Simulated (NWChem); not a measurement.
All runs are NWChem calculations. System: CH$_{3}$AlCl, charge 1, spin multiplicity 1, at a geometry optimised with B3LYP/def2-SVP. The structure started from a generated list of species. Level: CR-CCSD(T)/cc-pVDZ, 11 core orbitals frozen, spin-restricted.

NWChem printed:

```
             Northwest Computational Chemistry Package (NWChem) 7.3.0
             --------------------------------------------------------

                                NWChem Input Module
                                -------------------

 Scaling coordinates for geometry "geometry" by  1.889725989
 (inverse scale =  0.529177249)

                             Geometry "geometry" -> ""
                             -------------------------

 Output coordinates in angstroms (scale by  1.889725989 to convert to a.u.)

  No.       Tag          Charge          X              Y              Z
 ---- ---------------- ---------- -------------- -------------- --------------
    1 Al                  13.0000     0.05280800    -0.41035700     0.00000000
    2 C                    6.0000     0.29292400    -2.31065100     0.00000000
    3 H                    1.0000     0.85463500    -2.60469500     0.90183700
    4 H                    1.0000     0.85463500    -2.60469500    -0.90183700
    5 H                    1.0000    -0.69517700    -2.79953000     0.00000000
    6 Cl                  17.0000    -0.20342000     1.60043900     0.00000000

 Effective nuclear repulsion energy (a.u.)     116.7906588203

            Nuclear Dipole moment (a.u.)
            ----------------------------
        X                 Y               Z
 ---------------- ---------------- ----------------
     0.0000018897    -0.0000075589     0.0000000000


 Summary of "ao basis" -> "" (spherical)
 ------------------------------------------------------------------------------
       Tag                 Description            Shells   Functions and Types
 ---------------- ------------------------------  ------  ---------------------
 *                          cc-pvdz                   on all atoms

 Summary of "ao basis" -> "ao basis" (spherical)
 ------------------------------------------------------------------------------
       Tag                 Description            Shells   Functions and Types
 ---------------- ------------------------------  ------  ---------------------
 Al                         cc-pvdz                  8       18   4s3p1d
 C                          cc-pvdz                  6       14   3s2p1d
 H                          cc-pvdz                  3        5   2s1p
 Cl                         cc-pvdz                  8       18   4s3p1d

                                 NWChem SCF Module
                                 -----------------

  ao basis        = "ao basis"
  functions       =    65
  atoms           =     6
  closed shells   =    19
  open shells     =     0
  charge          =   1.00
  wavefunction    = RHF
  use symmetry    = F
  symmetry adapt  = F

 Summary of "ao basis" -> "ao basis" (spherical)
 ------------------------------------------------------------------------------
       Tag                 Description            Shells   Functions and Types
 ---------------- ------------------------------  ------  ---------------------
 Al                         cc-pvdz                  8       18   4s3p1d
 C                          cc-pvdz                  6       14   3s2p1d
 H                          cc-pvdz                  3        5   2s1p
 Cl                         cc-pvdz                  8       18   4s3p1d

 Forming initial guess at       0.1s

      Superposition of Atomic Density Guess
      -------------------------------------

 Sum of atomic energies:        -740.51362267

 Renormalizing density from      39.00 to     38

      Non-variational initial energy
      ------------------------------

 Total energy =    -729.393695
 1-e energy   =   -1223.369085
 2-e energy   =     377.184731
 HOMO         =      -0.709042
 LUMO         =      -0.356411

 Starting SCF solution at       2.8s

 ----------------------------------------------
         Quadratically convergent ROHF

 Convergence threshold     :          1.000E-07
 Maximum no. of iterations :          100
 Final Fock-matrix accuracy:          1.000E-09
 ----------------------------------------------

              iter       energy          gnorm     gmax       time
             ----- ------------------- --------- --------- --------
                 1     -740.7141607123  1.37D+00  3.57D-01      2.8
[...]
              MO Center=  1.7D-01, -1.3D+00,  1.0D-13, r^2= 3.1D+00
   Bfn.  Coefficient  Atom+Function         Bfn.  Coefficient  Atom+Function
  ----- ------------  ---------------      ----- ------------  ---------------
    23      0.389503  2 C  py                 9     -0.327082  1 Al py
     3      0.252149  1 Al s                 56      0.252525  6 Cl py
    26      0.215296  2 C  py                59      0.164689  6 Cl py

 Vector   20  Occ=0.000000D+00  E=-1.545786D-01
              MO Center=  7.1D-02, -4.5D-01, -3.5D-13, r^2= 4.1D+00
   Bfn.  Coefficient  Atom+Function         Bfn.  Coefficient  Atom+Function
  ----- ------------  ---------------      ----- ------------  ---------------
     4      1.079930  1 Al s                 21     -0.487373  2 C  s
    51     -0.328516  6 Cl s                 59      0.292244  6 Cl py
    26     -0.288864  2 C  py                23     -0.224584  2 C  py
    56      0.212511  6 Cl py                 3      0.159881  1 Al s
    18      0.151373  1 Al d  2

 Vector   21  Occ=0.000000D+00  E=-1.426378D-01
              MO Center=  2.6D-02, -3.8D-01, -1.2D-11, r^2= 4.3D+00
   Bfn.  Coefficient  Atom+Function         Bfn.  Coefficient  Atom+Function
  ----- ------------  ---------------      ----- ------------  ---------------
    13      0.773611  1 Al pz                10      0.431781  1 Al pz
    60     -0.283297  6 Cl pz                34     -0.169600  3 H  s
    39      0.169600  4 H  s                 57     -0.167018  6 Cl pz

 Vector   22  Occ=0.000000D+00  E=-1.426249D-01
              MO Center=  5.8D-02, -3.8D-01,  1.2D-11, r^2= 4.3D+00
   Bfn.  Coefficient  Atom+Function         Bfn.  Coefficient  Atom+Function
  ----- ------------  ---------------      ----- ------------  ---------------
    11      0.767544  1 Al px                 8      0.428405  1 Al px
    58     -0.280726  6 Cl px                44      0.195289  5 H  s
    55     -0.165463  6 Cl px

 center of mass
 --------------
 x =  -0.02826728 y =   0.22326090 z =   0.00000000

 moments of inertia (a.u.)
 ------------------
         643.937396694812          80.280648082837           0.000000000000
          80.280648082837          21.902435531241           0.000000000000
           0.000000000000           0.000000000000         654.131396163589

  Mulliken analysis of the total density
  --------------------------------------

    Atom       Charge   Shell Charges
 -----------   ------   -------------------------------------------------------
    1 Al  13    12.15   2.00  2.01  0.76  0.25  6.00  0.75  0.07  0.32
    2 C    6     6.26   2.00  0.64  0.47  2.01  1.10  0.03
    3 H    1     0.86   0.71  0.11  0.03
    4 H    1     0.86   0.71  0.11  0.03
    5 H    1     0.86   0.71  0.11  0.03
    6 Cl  17    17.02   2.00  2.01  0.95  0.94  6.00  3.04  2.06  0.02

       Multipole analysis of the density wrt the origin
       ------------------------------------------------

     L   x y z        total         open         nuclear
     -   - - -        -----         ----         -------
     0   0 0 0      1.000000      0.000000     39.000000

     1   1 0 0      0.202352      0.000000      0.000002
     1   0 1 0     -1.582299      0.000000     -0.000008
     1   0 0 1      0.000000      0.000000      0.000000

     2   2 0 0    -19.089827      0.000000     11.422433
     2   1 1 0     -0.444472      0.000000    -44.221499
     2   1 0 1      0.000000      0.000000      0.000000
     2   0 2 0    -15.651409      0.000000    354.156306
     2   0 1 1     -0.000000      0.000000      0.000000
     2   0 0 2    -19.146116      0.000000      5.808764

                   NWChem Extensible Many-Electron Theory Module
                   ---------------------------------------------


            General Information
            -------------------
      Number of processors :     1
         Wavefunction type : Restricted Hartree-Fock
          No. of electrons :    38
           Alpha electrons :    19
            Beta electrons :    19
           No. of orbitals :   130
            Alpha orbitals :    65
             Beta orbitals :    65
        Alpha frozen cores :    11
         Beta frozen cores :    11
     Alpha frozen virtuals :     0
      Beta frozen virtuals :     0
         Spin multiplicity : singlet
    Number of AO functions :    65
       Number of AO shells :    31
        Use of symmetry is : off
      Symmetry adaption is : off
         Schwarz screening : 0.10D-09

          Correlation Information
          -----------------------
          Calculation type : Coupled-cluster singles & doubles w/ perturbation
   Perturbative correction : Completely renormalized (T)
            Max iterations :      100
        Residual threshold : 0.10D-05
     T(0) DIIS level shift : 0.00D+00
     L(0) DIIS level shift : 0.00D+00
     T(1) DIIS level shift : 0.00D+00
     L(1) DIIS level shift : 0.00D+00
     T(R) DIIS level shift : 0.00D+00
     T(I) DIIS level shift : 0.00D+00
   CC-T/L Amplitude update :  5-th order DIIS
                I/O scheme : Global Array Library
        L-threshold :  0.10D-05
        EOM-threshold :  0.10D-05
 no EOMCCSD initial starts read in
 TCE RESTART OPTIONS
 SLICE:      F
 D4D5:       F
 quantumc:   F
 qrotation:  F
 pwtce:      F
 qducc:      F
 nacto:                         0
 nrotv:                         0
 nrot:                          0

            Memory Information
            ------------------
          Available GA space size is     249032575 doubles
          Available MA space size is     104852796 doubles

 Maximum block size supplied by input
 Maximum block size        24 doubles

 tile_dim =     23

 -------------------------------------------------

 Global array virtual files algorithm will be used

 Parallel file system coherency ......... OK

 4-electron integrals stored in orbital form

 v2    file size   =          2493846
 4-index algorithm nr.  13 is used
 imaxsize =       30
 imaxsize ichop =        0


CCSD iterations
 ---------------------------------------------------------
 Iter          Residuum       Correlation     Cpu    Wall
 ---------------------------------------------------------
    1   0.1288776527653  -0.3232253908092     0.3     0.3
    2   0.0368541850130  -0.3482532470241     0.3     0.3
    3   0.0133561684038  -0.3537303275112     0.3     0.3
    4   0.0055192914838  -0.3552761400977     0.3     0.3
    5   0.0024348057436  -0.3558563075598     0.3     0.3
    6   0.0005041207621  -0.3562300696338     0.3     0.3
    7   0.0002210459200  -0.3562317699131     0.3     0.3
    8   0.0001018500868  -0.3562362734262     0.3     0.3
    9   0.0000572088237  -0.3562370453753     0.3     0.3
   10   0.0000299755996  -0.3562385883479     0.3     0.3
   11   0.0000061001500  -0.3562399300421     0.3     0.3
   12   0.0000026349974  -0.3562401417491     0.3     0.3
   13   0.0000013497321  -0.3562402195832     0.3     0.3
   14   0.0000007497873  -0.3562402472724     0.3     0.3
 -----------------------------------------------------------------
 Iterations converged
 CCSD correlation energy / hartree =        -0.356240247272411
 CCSD total energy / hartree       =      -741.198186646541444

 Singles contributions

 Doubles contributions
 CR-CCSD(T)

 CR-CCSD[T]  correction energy / hartree =        -0.007920760854415
 CR-CCSD[T] correlation energy / hartree =        -0.364161008126826
 CR-CCSD[T] total energy / hartree       =      -741.206107407395848
 CR-CCSD(T)  correction energy / hartree =        -0.007633876471652
 CR-CCSD(T) correlation energy / hartree =        -0.363874123744063
 CR-CCSD(T) total energy / hartree       =      -741.205820523013131

 Task  times  cpu:       52.4s     wall:       52.4s

 Total times  cpu:       52.5s     wall:       52.5s
```

Question: Write an NWChem input that would produce this output.

Answer: Several could match; the one computed here: 
```
start mol
memory heap 100 mb stack 700 mb global 1900 mb
charge 1
geometry units angstroms nocenter noautoz noautosym
  Al     0.052808    -0.410357     0.000000
  C      0.292924    -2.310651     0.000000
  H      0.854635    -2.604695     0.901837
  H      0.854635    -2.604695    -0.901837
  H     -0.695177    -2.799530     0.000000
  Cl    -0.203420     1.600439     0.000000
end
basis spherical
  * library cc-pvdz
end
scf
  rhf
  nopen 0
  maxiter 100
  thresh 1e-7
  semidirect memsize 60000000 filesize 0
end
tce
  freeze core 11
  cr-ccsd(t)
  2eorb
  2emet 13
  thresh 1e-6
  maxiter 100
  tilesize 24
end
task tce energy
```
